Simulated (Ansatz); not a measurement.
Ideal-gas functions of C₂H₅FSi, SMILES `FC1C[SiH2]1` at 500 K and 1 bar, from an Ansatz frequency run at PBE0-D4/def2-TZVP.

Molar mass 76.15 g/mol, point group C1 (symmetry number 1), electronic degeneracy 1, moments of inertia 42.851, 114.216, 136.039 u Å². Harmonic wavenumbers (cm⁻¹, unscaled): 209, 373, 460, 527, 614, 660, 707, 778, 882, 911, 965, 1027, 1123, 1163, 1351, 1409, 2260, 2289, 3129, 3139, 3214.

Use S(trans) = R[1.5 ln M + 2.5 ln T − 1.1517]; rotational temperatures θ = 24.2544 K / I; S(rot) = R[ln(√π/σ · √(T³/θAθBθC)) + 1.5]; for each mode x = 1.438777 ν̃/T, S = R[x/(eˣ − 1) − ln(1 − e⁻ˣ)] and H = RT x/(eˣ − 1); 1 cm⁻¹ = 0.0119627 kJ/mol; R = 8.31446 J/(mol·K).

By hand: the entropy, in J/(mol·K).

Translation 173.6. Rotation: θ = 0.566, 0.2124, 0.1783 K, giving 110.7. Vibration, mode by mode: 12.67, 8.11, 6.56, 5.61, 4.59, 4.13, 3.71, 3.16, 2.50, 2.34, 2.07, 1.79, 1.44, 1.31, 0.85, 0.74, 0.09, 0.09, 0.01, 0.01, 0.01, in all 61.8. Electronic 0.0. Sum 346.1 J/(mol·K).

By hand: H − E and G − E in kJ/mol, counted from the electronic energy.

Zero-point energy ½ × 27190 × 0.0119627 = 162.6; thermal vibration 19.4; translation, rotation and pV give 4 RT = 16.6. H − E = 198.6 kJ/mol, and G − E = 198.6 − 500 × 346.1/1000 = 25.5 kJ/mol.

Vibration gives 18 % of the entropy. The sum counts one conformer and one mirror image; others add a mixing term.
